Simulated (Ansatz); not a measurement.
Consider the ligand exchange at the Si–C bond: `C=C[Si](O)(O)F` + H₂Se → `O[Si](O)(F)[SeH]` + ethylene.

Calculated with Ansatz (gas phase, PBE0-D4/def2-TZVP geometries, no zero-point term in ΔE). CCSD(T)/CBS adds triple-zeta CCSD(T) − MP2 to the extrapolated MP2 energy (def2 sets, frozen cores). This one scheme is used for every species. DFT in def2-TZVPP. For Se outer-core shells are correlated without core-valence functions, which leaves a few kJ/mol of doubt a bond. Scalar relativity is left out up to krypton. One conformer a species, not always the lowest.

| level | ΔE (kJ/mol) | difference from CCSD(T)/CBS |
| --- | --- | --- |
| PBE-D4 | -50.5 | -0.3 |
| BLYP-D4 | -46.2 | 4.0 |
| r2SCAN-D4 | -50.4 | -0.2 |
| B97M-V | -46.8 | 3.4 |
| r2SCANh-D4 | -50.5 | -0.3 |
| PBE-QIDH | -50.6 | -0.4 |
| BLYP | -46.8 | 3.4 |
| r2SCAN | -50.9 | -0.7 |
| RPA@PBE/def2-TZVPP | -40.8 | 9.4 |
| MP2/def2-SVP | -40.3 | 9.9 |
| CCSD(T)/CBS | -50.2 | 0 |

Q: What do rigid-rotor, harmonic-oscillator terms from PBE0-D4/def2-TZVP frequencies (298.15 K, 1 bar) make of the CCSD(T)/CBS value? (An estimate is asked.)

A: The calculation gave: ΔZPE = +7.8 kJ/mol, ΔH = -42.6 kJ/mol, ΔS = 6 J/(mol·K), ΔG = -44.4 kJ/mol.

Largest T1 diagnostic among the species: 0.012.

At CCSD(T), def2-SVP lies +13.7 kJ/mol from the extrapolated value and def2-TZVPP +5.2 kJ/mol. Leaving LDA and LC-ωPBE aside and taking each functional with its dispersion term where it has one, the values, not all of them listed here, spread over 6.4 kJ/mol, from HSE06-D4 to CAM-B3LYP-D4. LDA lies +3.9 kJ/mol from PBE without D4.
